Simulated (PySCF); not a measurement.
## 3-ethoxypropionic acid (SMILES CCOCCC(=O)O)

Geometry (Å), atoms numbered from 1 in this order:
```xyz
18

C     2.662    0.896   -0.362
C     2.117   -0.510   -0.180
O     0.819   -0.555    0.348
C    -0.191   -0.177   -0.540
C    -1.519   -0.397    0.149
C    -2.685    0.008   -0.703
O    -2.610    0.529   -1.786
O    -3.857   -0.269   -0.117
H     2.104    1.464   -1.121
H     3.713    0.858   -0.685
H     2.612    1.451    0.587
H     2.748   -1.064    0.532
H     2.155   -1.061   -1.143
H    -0.108    0.882   -0.846
H    -0.144   -0.775   -1.473
H    -1.557    0.180    1.088
H    -1.638   -1.451    0.446
H    -4.546    0.031   -0.729
```

Method used: PySCF 2.14.0, quadratic response CAM-B3LYP/aug-cc-pVDZ first hyperpolarisability, Taylor convention, gas phase. Geometry: PBE0-D3(BJ)/def2-SVP.

(1) Give the tensor of the second harmonic β(−2ω;ω,ω) at 1907 nm in the axes of these coordinates.

## Answers

(1) In au, Taylor convention; rows are the first index (the induced dipole):
```
      xx     yy     zz     xy     xz     yz
x   -6.4  -15.9   +0.8  -24.0  +69.3   -7.5
y  -23.9   +0.5  +10.0  -15.9   -7.5   +3.8
z  +69.5   +3.8   +9.9   -7.5   +0.8  +10.0
```
Norm of βᵢ = ⅓ Σⱼ (βᵢⱼⱼ + βⱼᵢⱼ + βⱼⱼᵢ): 86.9 au, hyper-Rayleigh value 47.6 au.
